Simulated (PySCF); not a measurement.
PySCF input:

```python
from pyscf import gto, scf, mp, cc as ccmod

mol = gto.M(
    atom='''
    Al    0.07951754   -0.50892024   -0.01259072
    O     1.09530182    0.46530510   -0.97250662
    H     1.06115209    1.42158845   -1.04595819
    O    -1.17764818    0.06171992    0.98554525
    H    -1.43610916    0.97817455    1.10532848
    ''',
    basis='cc-pvdz',
    charge=0,
    spin=1,
    verbose=4,
)

mf = scf.UHF(mol)
mf.conv_tol = 1e-10
mf.max_cycle = 100
mf.kernel()
mo, _, stable, _ = mf.stability(return_status=True)
if not stable:
    mf.kernel(mf.make_rdm1(mo, mf.mo_occ))
mp2 = mp.MP2(mf, frozen=7).run()
cc = ccmod.CCSD(mf, frozen=7)
cc.max_cycle = 100
cc.kernel()
et = cc.ccsd_t()
print(f'E(CCSD(T)) = {cc.e_tot + et:.9f}')
```

Problem. Which total energy does the run end on?

Solution. -393.32904 Eh (CCSD(T)/cc-pVDZ).

It need not be the lowest isomer of its formula.
